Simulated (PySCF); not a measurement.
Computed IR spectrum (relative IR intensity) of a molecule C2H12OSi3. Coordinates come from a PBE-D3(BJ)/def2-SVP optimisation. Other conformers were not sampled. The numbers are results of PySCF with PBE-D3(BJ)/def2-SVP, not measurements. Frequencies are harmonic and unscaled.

Lines under 2 % of the strongest are left out, and lines within 2 cm⁻¹ are merged.

ν (cm⁻¹): 224 (vw), 270 (vw), 454 (vw), 494 (vw), 508 (vw), 697 (m), 725 (w), 743 (m), 770 (vs), 824 (m), 845 (w), 897 (s), 901 (m), 903 (m), 912 (w), 918 (w), 1017 (m), 1106 (s), 1163 (m), 1423 (w), 2107 (m), 2147 (w), 2158 (m), 2160 (m), 2165 (s), 2170 (m), 2908 (m), 2975 (w), 3036 (w) (against the strongest line: vs over 80 %, s over 45 %, m over 15 %, w over 4 %, vw less)

Problem. Which structure fits?
A. C[SiH](C)[Si@@H](O)[SiH3]
B. [SiH3]COC([SiH3])[SiH3]
C. CO[Si@@H](C)[SiH2][SiH3]
D. CO[Si@@H]([SiH3])C[SiH3]

Solution. D, CO[Si@@H]([SiH3])C[SiH3]
